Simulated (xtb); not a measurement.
CHO2, SMILES O=C[O-], charge -1. All values are semi-empirical tight-binding results from xtb (GFN2-xTB unless named), good for trends rather than for accurate numbers. The structure is a stationary point at GFN2-xTB.

Q: Estimate the properties. (Estimate from the structure and the level; the computed values follow.)

A: 
| Property | Result |
|---|---|
| point group as xtb finds it | C2v |
| orbital gap | 5.35 eV |
| zero-point energy | 11.7 kcal/mol |
| G − E(el) at 298.15 K (modified RRHO) | -2.8 kcal/mol |
| static polarisability (D4 model) | 26.2 bohr³ |
| solvation energy, GFN2-xTB/ALPB(water) | -68.7 kcal/mol |
| solvation energy, GFN2-xTB/ALPB(toluene) | -54.1 kcal/mol |

Q: Give the IR lines (harmonic; lines under 4 % of the strongest left out, lines within 3 cm⁻¹ merged). (The exact figures need the calculation; the answer reports its results.)

A: ν (cm⁻¹): 704 (w), 948 (w), 1274 (s), 1831 (vs), 1975 (vs) (against the strongest line: vs over 80 %, s over 45 %, m over 15 %, w over 4 %, vw less)
